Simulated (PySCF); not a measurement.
Structure problem from calculated spectra and properties.

Formula: C6H9BS.

* NMR, other nuclei: isotropic shieldings of nuclei other than C and H, by class: 31 (1 B), 248 (1 S) ppm [GIAO PBE0/pcSseg-1]
* 1H NMR: chemical shifts (computed TMS as zero) by class: 8.12 (1 H), 7.74 (1 H), 7.21 (1 H), 1.12 (6 H) ppm [GIAO PBE0/pcSseg-1]
* Valence photoelectron: vertical ionisation energy: 8.90 eV [ΔSCF CAM-B3LYP/def2-SVPD]
* Rotational structure: rotational constants A, B, C: 3.716, 1.069, 0.839 GHz [PBE0-D3(BJ)/def2-SVP]
* Dipole: 0.22 D [CAM-B3LYP/def2-SVPD]
* Triplet: lowest triplet excitation (Tamm–Dancoff): 3.57 eV [TDA CAM-B3LYP/def2-SVPD]
* UV, first state: lowest singlet excitation: 5.20 eV (238 nm, f = 0.019) [TDDFT CAM-B3LYP/def2-SVPD]
* UV, strongest line: among the 10 lowest singlet transitions: S5/S6 at 6.40 eV (194 nm, f = 0.369 summed over these states) [TDDFT CAM-B3LYP/def2-SVPD]
* 13C NMR: chemical shifts (computed TMS as zero) by class: 150.3 (1 C), 149.1 (1 C), 138.1 (1 C), 132.9 (1 C), 12.2 (2 C) ppm [GIAO PBE0/pcSseg-1]
* Polarisability: 103.0 au [CAM-B3LYP/def2-SVPD]

Electronic properties: PySCF, gas phase, density fitting. Levels stand in brackets. Geometry: PBE0-D3(BJ)/def2-SVP; no solvent, vibrations or thermal averaging. NMR classes are plain means over equivalent atoms (diastereotopic ones count apart unless rotation or inversion swaps them), as if these changed places fast.

**Question.** Propose a structure and show how it fits.

**Answer.** Numbering: `[CH3:1][B:2]([CH3:3])[c:4]1[cH:5][cH:6][s:7][cH:8]1`. 6 carbons fall into 5 classes; from least to most shielded: substituted aromatic carbon [C4] (150.3 ppm), aromatic CH next to a ring sulfur [C8] (149.1 ppm), aromatic CH carbon [C5] (138.1 ppm), aromatic CH next to a ring sulfur [C6] (132.9 ppm), chain sp3 carbon bound to boron [C1/C3] (12.2 ppm, 2 C). Hydrogen classes from least to most shielded: 1 H on an aromatic CH next to a ring sulfur, C8 (8.12 ppm), 1 H on an aromatic CH carbon, C5 (7.74 ppm), 1 H on an aromatic CH next to a ring sulfur, C6 (7.21 ppm), 6 H on 2 like atoms (sp3 carbon bound to boron), C1/C3 (1.12 ppm, a mean of values up to 0.7 ppm apart in this geometry). The other shieldings belong to: 31 ppm, three-coordinate boron [B2]; 248 ppm, thiophene-type sulfur [S7]. The first electron is taken from the HOMO, whose largest Löwdin shares are 0.29 on an aromatic CH next to a ring sulfur, 0.26 on an aromatic CH next to a ring sulfur, 0.16 on the aromatic CH carbon and 0.14 on the substituted aromatic carbon. By its constants the optimised geometry is an asymmetric top. Structure: `CB(C)c1ccsc1`. Computed isomers that give other values at the same levels: `CB(C)c1cccs1` (rotational constant A: 3.190 GHz; this holds for the one conformer computed). The assignments are read from this structure; whether some other isomer fits the data as well wasn't checked.

The values belong to the conformer `[CH3:1][B:2]([CH3:3])[c:4]1[cH:5][cH:6][s:7][cH:8]1`: C1–B2–C4–C5 3°.
